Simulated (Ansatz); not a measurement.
YCu4⁺. Total charge 1; singlet. Geometry r2SCAN-D4/def2-SVP; atoms count from 1.

```
atom    x (Å)    y (Å)    z (Å)
  Y1   0.7616   0.6123  -0.6881
 Cu2   0.3622  -1.6274  -2.1058
 Cu3   0.4228   2.2470   1.4093
 Cu4  -0.7866  -1.4644  -0.0776
 Cu5  -0.7600   0.2325   1.4621
```

In the def2 sets Y takes a core potential; there is no spin–orbit coupling. The restricted singlet is unstable towards broken spin symmetry in Hartree–Fock (as tested in another run); at PBE0-D4/def2-TZVP this wasn't settled. No other spin state of charge 1 was run. Another isomer (singlet) lies 0.06 eV lower at PBE-D4/def2-SVP; other spin states weren't run for this one.

Estimate the Mulliken populations from the PBE0/def2-TZVP orbitals of Ansatz.


```
atom  charge (e)  d electrons
  Y1        0.73         1.21
 Cu2        0.07         9.86
 Cu3        0.07         9.86
 Cu4        0.07         9.81
 Cu5        0.07         9.81
```
Mulliken values and Mayer orders depend strongly on the basis.

And the Mayer bond orders between bonded heavy atoms (over 0.3)?

Y1–Cu2 0.87 (2.68 Å); Y1–Cu3 0.87 (2.68 Å); Y1–Cu4 0.71 (2.66 Å); Y1–Cu5 0.71 (2.66 Å); Cu2–Cu4 0.40 (2.34 Å); Cu3–Cu5 0.40 (2.34 Å); Cu4–Cu5 0.47 (2.29 Å).
